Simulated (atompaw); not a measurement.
**Plane-wave convergence, PAW (atompaw) potential for Cu**

* Element: Cu (Z = 29)
* Generator: atompaw 4.2.0.5
* Type: PAW
* Functional: PBEsol
* Relativity: scalar-relativistic
* Frozen core: [Ne] 3s2
* Valence charge: 17
* Reference configuration: 3p6 3d10 4s1 4p0
* Partial waves: 4s (bound): rc 1.70 bohr; 4s channel at 3 Ry: rc 1.70 bohr; 3p (bound): rc 1.05 bohr; 4p (bound, empty): rc 1.50 bohr; 3d (bound): rc 1.70 bohr; 3d channel at 0.1 Ry: rc 1.70 bohr
* Local potential: bessel scheme, radius 1.45 bohr
* Core correction: smooth core density matched at 1.40 bohr
* Augmentation charge: sinc compensation charge, radius 1.35 bohr; PAW radius 1.70 bohr; waves and projectors: custom rrkj vanderbiltortho

The pseudo-atom Hamiltonian at the reference potential is diagonalised in spherical Bessel functions j_l(qr) that vanish at 20 bohr, with q² up to the cutoff. All-electron valence levels (Ry): 4s -0.3387, 3p -5.2919, 4p -0.0468, 3d -0.3719.

Question: How do the lowest levels (Ry) of each channel move with the cutoff, and are there ghosts?

Answer:

```json
{"cutoff (Ry)": "8", "s #1": "-0.3318", "p #1": "-3.9406", "p #2": "-0.0062", "p #3": "0.0765", "d #1": "0.0637", "d #2": "0.1501", "f #1": "0.1124", "Σ f·Δε (mRy)": "12470.0"}
{"cutoff (Ry)": "18", "s #1": "-0.3386", "p #1": "-4.9535", "p #2": "-0.0165", "p #3": "0.0692", "d #1": "-0.2242", "d #2": "0.0658", "f #1": "0.1124", "Σ f·Δε (mRy)": "3506.9"}
{"cutoff (Ry)": "40", "s #1": "-0.3387", "p #1": "-5.1288", "p #2": "-0.0281", "p #3": "0.0629", "d #1": "-0.3714", "d #2": "0.0653", "f #1": "0.1124", "Σ f·Δε (mRy)": "983.4"}
{"cutoff (Ry)": "60", "s #1": "-0.3387", "p #1": "-5.2755", "p #2": "-0.0459", "p #3": "0.0560", "d #1": "-0.3719", "d #2": "0.0653", "f #1": "0.1124", "Σ f·Δε (mRy)": "98.7"}
{"cutoff (Ry)": "110", "s #1": "-0.3387", "p #1": "-5.2912", "p #2": "-0.0466", "p #3": "0.0558", "d #1": "-0.3719", "d #2": "0.0653", "f #1": "0.1124", "Σ f·Δε (mRy)": "3.8"}
{"cutoff (Ry)": "180", "s #1": "-0.3388", "p #1": "-5.2917", "p #2": "-0.0466", "p #3": "0.0557", "d #1": "-0.3719", "d #2": "0.0653", "f #1": "0.1124", "Σ f·Δε (mRy)": "0.5"}
{"cutoff (Ry)": "400", "s #1": "-0.3388", "p #1": "-5.2918", "p #2": "-0.0466", "p #3": "0.0557", "d #1": "-0.3719", "d #2": "0.0653", "f #1": "0.1124", "Σ f·Δε (mRy)": "0.0"}
```

Result: no extra level below or beside the all-electron valence levels (s, p, d, f tested); 10 mRy is reached at 80 Ry and 1 mRy at 140 Ry.
